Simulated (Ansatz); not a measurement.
## A relaxation, step by step

CH8GeSi, closed shell, PBE0-D4/def2-TZVP (Ansatz 0.2.0). Settings:

```yaml
hamiltonian: {xc: pbe0, dispersion: d4}
relax: {f_tol: 0.005, max_steps: 200}
```

Start, a step off a saddle point along its unstable mode:

| atom | x (Å) | y (Å) | z (Å) |
| --- | --- | --- | --- |
| Si1 | -0.0433 | 0.4264 | 0.7852 |
| Ge2 | 0.8500 | 0.8504 | -1.2734 |
| H3 | -0.7409 | 1.2265 | -1.0764 |
| H4 | 1.2200 | 2.3812 | -1.8180 |
| H5 | 0.4419 | 0.0558 | -2.4436 |
| H6 | -1.3581 | 1.0858 | 1.0044 |
| H7 | 0.8001 | 0.8316 | 1.9549 |
| C8 | -0.2681 | -1.4275 | 0.7220 |
| H9 | 0.7230 | -1.8851 | 0.7766 |
| H10 | -0.8746 | -1.7861 | 1.5682 |
| H11 | -0.7501 | -1.7589 | -0.2000 |

```tsv
step	energy less the last (meV)	largest force component (eV/Å)
1	1579.0	3.019
2	965.3	1.587
3	558.3	1.342
4	292.4	0.567
5	155.0	0.375
6	63.0	0.198
7	27.2	0.054
8 (rejected trial)	28.0	0.245
9	22.0	0.102
10	17.2	0.100
11	16.1	0.196
12	11.5	0.066
13	6.2	0.015
14 (rejected trial)	6.5	0.232
15	6.0	0.083
16	2.0	0.096
17	1.2	0.055
18	0.5	0.007
19	0.1	0.010
20	0.0	0.011
21	0.0	0.007
22	0.0	0.002
```

Step 4, positions (Å) and forces (eV/Å):

| atom | x | y | z | Fx | Fy | Fz |
| --- | --- | --- | --- | --- | --- | --- |
| Si1 | 0.013 | 0.375 | 0.884 | 0.016 | 0.090 | -0.209 |
| Ge2 | 0.470 | 1.087 | -1.354 | -0.223 | -0.283 | -0.324 |
| H3 | -1.014 | 1.480 | -1.530 | 0.000 | 0.165 | -0.426 |
| H4 | 1.345 | 2.305 | -1.719 | -0.024 | -0.158 | 0.146 |
| H5 | 0.715 | -0.069 | -2.407 | 0.053 | 0.442 | 0.567 |
| H6 | -1.282 | 1.079 | 1.097 | 0.018 | -0.025 | 0.146 |
| H7 | 0.917 | 0.765 | 2.001 | 0.108 | -0.069 | -0.080 |
| C8 | -0.257 | -1.473 | 0.778 | 0.049 | -0.039 | 0.069 |
| H9 | 0.713 | -1.973 | 0.798 | -0.029 | -0.102 | 0.002 |
| H10 | -0.863 | -1.837 | 1.609 | 0.021 | -0.062 | 0.050 |
| H11 | -0.758 | -1.740 | -0.157 | 0.010 | 0.041 | 0.059 |

Step 6, positions (Å) and forces (eV/Å):

```
atom       x       y       z      Fx      Fy      Fz
 Si1  -0.068   0.363   0.850   0.044   0.073  -0.198
 Ge2   0.360   1.122  -1.367  -0.067  -0.084  -0.100
  H3  -0.993   1.652  -1.891   0.082   0.015  -0.099
  H4   1.401   2.248  -1.496  -0.015  -0.047   0.006
  H5   0.777  -0.061  -2.280   0.003   0.165   0.093
  H6  -1.340   1.036   1.226  -0.014  -0.040   0.143
  H7   1.003   0.801   1.785  -0.026  -0.049   0.051
  C8  -0.260  -1.501   0.809  -0.003  -0.060   0.023
  H9   0.720  -1.976   0.700  -0.039   0.010   0.019
 H10  -0.734  -1.885   1.716   0.040   0.003  -0.025
 H11  -0.866  -1.798  -0.052  -0.004   0.016   0.086
```

Step 18, positions (Å) and forces (eV/Å):

```json
{"atom": "Si1", "x": "0.009", "y": "0.332", "z": "0.818", "Fx": "0.000", "Fy": "-0.001", "Fz": "-0.003"}
{"atom": "Ge2", "x": "0.387", "y": "1.134", "z": "-1.390", "Fx": "0.000", "Fy": "0.000", "Fz": "0.007"}
{"atom": "H3", "x": "-0.898", "y": "1.045", "z": "-2.235", "Fx": "0.000", "Fy": "-0.002", "Fz": "-0.002"}
{"atom": "H4", "x": "0.852", "y": "2.601", "z": "-1.388", "Fx": "-0.001", "Fy": "0.003", "Fz": "-0.002"}
{"atom": "H5", "x": "1.468", "y": "0.295", "z": "-2.098", "Fx": "0.003", "Fy": "0.001", "Fz": "-0.001"}
{"atom": "H6", "x": "-1.093", "y": "1.125", "z": "1.431", "Fx": "0.002", "Fy": "0.000", "Fz": "-0.001"}
{"atom": "H7", "x": "1.238", "y": "0.568", "z": "1.627", "Fx": "0.000", "Fy": "-0.001", "Fz": "-0.002"}
{"atom": "C8", "x": "-0.424", "y": "-1.492", "z": "0.810", "Fx": "-0.003", "Fy": "-0.007", "Fz": "0.000"}
{"atom": "H9", "x": "0.388", "y": "-2.080", "z": "0.376", "Fx": "-0.003", "Fy": "0.002", "Fz": "0.002"}
{"atom": "H10", "x": "-0.600", "y": "-1.853", "z": "1.826", "Fx": "0.001", "Fy": "0.003", "Fz": "-0.003"}
{"atom": "H11", "x": "-1.326", "y": "-1.674", "z": "0.222", "Fx": "0.002", "Fy": "0.002", "Fz": "0.003"}
```

Last step (22):

| atom | x (Å) | y (Å) | z (Å) |
| --- | --- | --- | --- |
| Si1 | 0.0246 | 0.3265 | 0.8170 |
| Ge2 | 0.3922 | 1.1345 | -1.3909 |
| H3 | -0.8744 | 0.9725 | -2.2521 |
| H4 | 0.7778 | 2.6240 | -1.3908 |
| H5 | 1.5259 | 0.3519 | -2.0800 |
| H6 | -1.0572 | 1.1358 | 1.4450 |
| H7 | 1.2657 | 0.5388 | 1.6132 |
| C8 | -0.4415 | -1.4899 | 0.8103 |
| H9 | 0.3517 | -2.0920 | 0.3617 |
| H10 | -0.6075 | -1.8486 | 1.8287 |
| H11 | -1.3572 | -1.6534 | 0.2378 |

Hardware: 4 CPU threads of an Arm Neoverse V2, shared host. Wall time about 50 s.
